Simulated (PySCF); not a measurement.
Molecule: `C#Cc1ccc(F)[nH+]c1`, [C7H5FN]+.

Geometry (Å), atoms numbered from 1 in this order:
```xyz
14

C     3.2543   -0.8014   -0.0060
C     2.0848   -0.5245   -0.0036
C     0.7174   -0.1755   -0.0052
C     0.3014    1.1229   -0.3604
C    -1.0419    1.4471   -0.3556
C    -1.9492    0.4654    0.0058
F    -3.2442    0.6661    0.0419
N    -1.5449   -0.7651    0.3435
C    -0.2508   -1.1092    0.3479
H     4.2775   -1.0481   -0.0065
H     1.0412    1.8603   -0.6360
H    -1.3979    2.4304   -0.6216
H    -2.2571   -1.4490    0.6042
H     0.0087   -2.1197    0.6294
```

Total charge +1.

Frames of a GFN2-xTB Langevin trajectory at 300 K; GIAO PBE0/pcSseg-1 shieldings in PySCF 2.14, gas phase, non-relativistic; equivalent atoms averaged within each frame.

References, each an isolated molecule treated in the same way: $^{13}$C (σref 186.93), $^{1}$H (σref 31.72) vs TMS; $^{19}$F (σref 170.95) against CFCl3; $^{15}$N (σref 267.73) vs NH3. The references are static minima.

**Question.** How do the shifts (ppm) fluctuate along the trajectory?

**Answer.** 
```tsv
time (fs)	C4	C6	C9	C3	C5	C1	C2	F7	N8	H13
250	165.1	158.3	148.6	131.2	124.5	108.3	78.1	-84.6	193.6	9.97
425	163.0	171.7	153.1	132.1	124.5	113.6	82.3	-64.5	211.7	10.21
625	176.0	164.4	152.1	133.4	117.9	115.5	79.4	-60.1	195.1	10.09
800	164.2	162.4	148.5	132.9	120.3	108.3	80.2	-78.0	198.0	10.49
1000	167.9	166.7	158.7	133.2	118.8	118.3	76.5	-75.1	206.3	10.00
mean of frames	167.2	164.7	152.2	132.5	121.2	112.8	79.3	-72.4	200.9	10.15
standard deviation	5.2	5.0	4.2	0.9	3.1	4.4	2.2	10.0	7.8	0.21
```

5 frames give an uncertainty of the mean of about the standard deviation over 2.2 at best, since frames this close in time may not be independent; classical motion lacks zero-point vibration, and the reference would need the same averaging.
